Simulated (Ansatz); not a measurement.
Geometry optimisation, RKS revPBE-D4/def2-SVP in Ansatz.

Input:

```yaml
crystal:
  periodic: [false, false, false]
  atoms:
    - { symbol: Ti, position_ang: [0.093171, -0.512986, -0.424318] }
    - { symbol: O, position_ang: [0.483996, 0.156562, 2.58318] }
    - { symbol: H, position_ang: [-0.468633, 0.301351, 2.747963] }
    - { symbol: F, position_ang: [1.560925, 0.397407, -0.672884] }
    - { symbol: F, position_ang: [-1.245398, 0.507961, 0.059691] }
    - { symbol: F, position_ang: [-0.346271, -1.184447, -1.976319] }
    - { symbol: F, position_ang: [0.321443, -1.911485, 0.691968] }
    - { symbol: H, position_ang: [0.533567, -0.830563, 2.506818] }
basis:
  gaussian: { orbitals: def2-SVP }
hamiltonian:
  xc: revpbe
  dispersion: d4
relax:
  f_tol: 0.03
  max_steps: 50
```

Command:

```bash
$ ansatz run input.yaml --threads 4 --pin off --max-ram 5120MiB --backend cpu --events-out ev --progress --plain --runs-dir out
```

Where does it end, and by what steps?

It converged. After 7 steps the energy has fallen by 0.294 eV; O2 moved furthest, 0.49 Å. Joined: Ti1–O2 (3.11 → 2.37 Å).

```
step  energy less start (eV)  largest force component (eV/Å)  accepted
   0                  0.0000                           0.858       yes
   1                 -0.0681                           1.205       yes
   2                 -0.1937                           1.169       yes
   3                 -0.2448                           1.050       yes
   4                 -0.2633                           0.537       yes
   5                 -0.2912                           0.125       yes
   6                 -0.2937                           0.046       yes
   7                 -0.2940                           0.004       yes
```

```xyz
8
Properties=species:S:1:pos:R:3
Ti 0.102 -0.515 -0.168
O 0.469 0.057 2.104
H -0.368 0.466 2.399
F 1.566 0.417 -0.431
F -1.359 0.411 0.240
F -0.295 -1.012 -1.804
F 0.314 -2.104 0.599
H 0.506 -0.796 2.579
```

Run time: 11 s on 4 threads of Arm Neoverse V2 (shared host), peak memory 0.17 GiB.
